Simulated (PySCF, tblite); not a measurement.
Isomers of C6H8ClSi (doublet state), one GFN2-xTB conformer each. Single-point energies are computed at B3LYP/pcH-1 (PySCF, gas phase, no added dispersion term), electronic only. GFN2-xTB treats the open shell by occupation alone, and not every SCF solution was tested for stability.

| SMILES | GFN2-xTB relative energy (kcal/mol) |
| --- | --- |
| C=C=C=C[C@@H](Cl)[SiH]C | 0.0 |
| [CH]=C=C=C[C@@H](Cl)[SiH2]C | 2.3 |

Conformers: `[CH2:1]=[C:2]=[C:3]=[CH:4][C@@H:5]([Cl:6])[SiH:7][CH3:8]` (doublet state) with C3–C4–C5–Cl6 144°, C4–C5–Si7–C8 61°; `[CH:1]=[C:2]=[C:3]=[CH:4][C@@H:5]([Cl:6])[SiH2:7][CH3:8]` (doublet state) with C3–C4–C5–Cl6 126°, C4–C5–Si7–C8 179°.

Question: What does B3LYP/pcH-1 give for the same structures?

Answer: 
```csv
SMILES,B3LYP/pcH-1 E (Eh),B3LYP/pcH-1 (kcal/mol),GFN2-xTB (kcal/mol),point group
C=C=C=C[C@@H](Cl)[SiH]C,-983.04934,0.0,0.0,C1
[CH]=C=C=C[C@@H](Cl)[SiH2]C,-983.04243,4.3,2.3,C1
```

Both levels put the same isomer lowest. Neighbours under 5.0 kcal/mol apart (C=C=C=C[C@@H](Cl)[SiH]C and [CH]=C=C=C[C@@H](Cl)[SiH2]C) can change places with a better method, another conformer or zero-point energy.

Question: What happens when harmonic zero-point energies from GFN2-xTB frequencies are added?

Answer: 
```csv
SMILES,ZPE (kcal/mol),electronic (kcal/mol),with ZPE (kcal/mol)
C=C=C=C[C@@H](Cl)[SiH]C,70.0,0.0,0.0
[CH]=C=C=C[C@@H](Cl)[SiH2]C,67.5,4.3,1.8
```

The zero-point energies span 2.5 kcal/mol. The order is unchanged.
